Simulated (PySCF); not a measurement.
Ga(F)2(SeH) (F2GaHSe), SMILES [F][Ga]([F])[SeH].

The structure is a stationary point at ωB97X-D3(BJ)/def2-SVP. The structure was generated by enumeration; whether it is a known compound was not checked. One conformer was computed; it need not be the lowest.

Two levels are set side by side: TDA-PBE/def2-SVPD (PySCF) and TDA-CAM-B3LYP/def2-SVPD (PySCF). Vertical, same geometry. The lowest singlet is HOMO→LUMO 100 % with PBE and HOMO→LUMO 93 % with the other functional; states are paired by order. Differences are taken from unrounded values.

```json
[
 {"quantity": "lowest singlet excitation (eV)", "TDA-CAM-B3LYP": "4.96"},
 {"quantity": "lowest triplet excitation (TDA) (eV)", "TDA-CAM-B3LYP": "4.53"},
 {"quantity": "first bright state (f over 0.05) (eV)", "TDA-CAM-B3LYP": "7.59"},
 {"quantity": "its oscillator strength", "TDA-CAM-B3LYP": "0.55"}
]
```

Question: What does TDA-PBE give, and how far is it from TDA-CAM-B3LYP? (An estimate is asked for; the answer gives what the named calculation found.)

Answer: 
```
quantity                               TDA-PBE  TDA-PBE minus TDA-CAM-B3LYP
-------------------------------------  -------  ---------------------------
lowest singlet excitation (eV)            4.39                        -0.57
lowest triplet excitation (TDA) (eV)      4.01                        -0.52
first bright state (f over 0.05) (eV)     6.72                        -0.86
its oscillator strength                   0.32                        -0.23
```

Functionals without exact exchange tend to place singlet excitations lower, as here. Differences between two approximate levels are no errors against the true value.

Rough cost on one machine, each run with all the roots and properties that it gave: TDA-CAM-B3LYP against TDA-PBE about 4 times.
